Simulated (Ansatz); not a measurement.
A geometry relaxed with Ansatz (a quantum-chemistry and plane-wave program) with PBE0-D4/def2-TZVP, charge 0, multiplicity 1:

```xyz
11

H      2.4017    -0.9670    -0.6689
H      2.5041    -0.2395     0.9384
H     -2.1762    -1.2382    -0.4586
H     -2.2848    -0.4240     1.1072
H      2.6868     0.7801    -0.5042
C      2.1610    -0.0770    -0.0851
H     -1.2905    -1.8887     0.9357
H     -1.8753     2.2808    -0.7358
In     0.0448     0.2723    -0.0991
S     -0.5535     2.4754    -0.8712
C     -1.6180    -0.9740     0.4416
```

Write the SMILES of this molecule.

`[CH3][In]([CH3])[SH]`
